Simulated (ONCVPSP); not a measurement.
**Which change was made? (Al, ONCV)**

- Element: Al (Z = 13)
- Generator: ONCVPSP 4.0.1
- Type: optimised norm-conserving Vanderbilt (ONCV)
- Functional: PW91
- Relativity: scalar-relativistic
- Frozen core: [Ne]
- Valence charge: 3
- Reference configuration: 3s2 3p0.5 (charge +0.5)
- Partial waves: 3s: rc 1.55 bohr, ncon 3, nbas 8, qcut 3.7 1/bohr, 2 projectors, debl 0.6 Ha; 3p: rc 2.50 bohr, ncon 5, nbas 8, qcut 2.9 1/bohr, 2 projectors, debl 2 Ha; d scattering state at 0.04 Ha: rc 2.30 bohr, ncon 4, nbas 9, qcut 4.1 1/bohr, 2 projectors, debl 3.6 Ha
- Local potential: polynomial inside 1.10 bohr (lpopt 3, dvloc0 1 Ha)
- Core correction: Teter function, fcfact 5.25, rcfact 1.35

Cutoffs, loose and tight: the cutoffs (Ha) at which the residual kinetic energy of the hardest occupied pseudo-wave falls to 1 and 0.1 mHa per electron. They do not see the model core or the augmentation charge, which bear on the density cutoff. Test errors are all-electron minus pseudo excitation energies from the reference, over the configurations 3s2 3p1; 3s2 3p0; 3s1 3p0; 3s1 3p1; variants that change the core or the reference have their own tests.

The base gives: outcome: generated; cutoff, loose: 5.6 Ha; cutoff, tight: 10 Ha; bound ghosts: none; GHOST(+) flags above zero: s; largest test error (meV): -4.4.

After one change the result is: outcome: generated; cutoff, loose: 5.6 Ha; cutoff, tight: 10 Ha; bound ghosts: none; GHOST(+) flags above zero: s; largest test error (meV): -216. Which change was it?
A. core correction Teter function, fcfact 5.25, rcfact 1.82
B. all radii but the core radius scaled by about 0.91 (s 1.40, p 2.28, d 2.10 bohr); local potential polynomial inside 1.00 bohr (lpopt 3, dvloc0 1 Ha)
C. core correction none

A. The others give: core correction none → outcome: generated; cutoff, loose: 5.6 Ha; cutoff, tight: 10 Ha; bound ghosts: none; GHOST(+) flags above zero: s; largest test error (meV): +22 | all radii but the core radius scaled by about 0.91 (s 1.40, p 2.28, d 2.10 bohr); local potential polynomial inside 1.00 bohr (lpopt 3, dvloc0 1 Ha) → outcome: generated; cutoff, loose: 23 Ha; cutoff, tight: 106 Ha; bound ghosts: s; GHOST(+) flags above zero: none; largest test error (meV): -6.6.
